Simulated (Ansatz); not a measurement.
`C[SiH](C)[AlH][Cl]` and `BN[SiH](C)C` differ in one atom or group.

Ansatz, PBE0-D4/def2-TZVP geometries, multiplicity 1. Each molecule was computed in one conformer, which needn't be the lowest.

| property | `C[SiH](C)[AlH][Cl]` |
| --- | --- |
| HOMO–LUMO gap (B3LYP/def2-TZVPP) / eV | 5.10 |
| size of the dipole moment (ωB97M-V/def2-TZVPP) / D | 2.10 |
| HOMO energy (PBE/def2-TZVPP) / eV | -6.12 |
| size of the dipole moment (B3LYP/def2-TZVPP) / D | 2.11 |
| size of the dipole moment (PBE/def2-TZVPP) / D | 2.12 |
| HOMO–LUMO gap (PBE/def2-TZVPP) / eV | 3.61 |

What does the change do to each property? (Estimate.)

Ansatz gave: 
```
                                          property  `BN[SiH](C)C`  shift
             HOMO–LUMO gap (B3LYP/def2-TZVPP) / eV           7.67   2.57
size of the dipole moment (ωB97M-V/def2-TZVPP) / D           1.52  -0.58
                 HOMO energy (PBE/def2-TZVPP) / eV          -6.87  -0.75
  size of the dipole moment (B3LYP/def2-TZVPP) / D           1.54  -0.57
    size of the dipole moment (PBE/def2-TZVPP) / D           1.67  -0.45
               HOMO–LUMO gap (PBE/def2-TZVPP) / eV           5.91   2.30
```

With PBE0 the HOMO falls by 0.90 eV and the LUMO rises by 1.77 eV, so the gap widens by about 2.67 eV. PBE moves the HOMO by -0.75 eV and ωB97M-V by -1.20 eV. Dipoles are sizes alone; their direction can turn.

B3LYP here is the variant with VWN-RPA as its local correlation; programs differ in this.
